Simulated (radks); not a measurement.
The numbers below are computed, except where a source is named.
Q: The mean radii <r> (bohr) of the occupied orbitals of an atom or ion are listed with their occupations. Code: a radial shooting solver on a logarithmic mesh with Libxc functionals. Model: Dirac Kohn-Sham, LB94 model potential, spin-unpolarised, spherical densities, finite nucleus; Fermi nuclear charge, rms radius of each element as measured or else 0.836 A^(1/3) + 0.57 fm.

orbital  occ.      <r>
1s1/2       2  0.03241

Name the element and its charge. Open shells, if any, fill j = l - 1/2 first.

A: Z = 45, rhodium, charge +43: Rh43+ in [He]. The 1s radius gives Z: for a bare nucleus <r> = (2 gamma + 1)/(2Z) with gamma = sqrt(1 - (Z/c)^2), 0.0321 bohr for Z = 45, and screening makes it slightly larger (0.03241 here). The occupations add up to 2, and the charge is Z minus that.
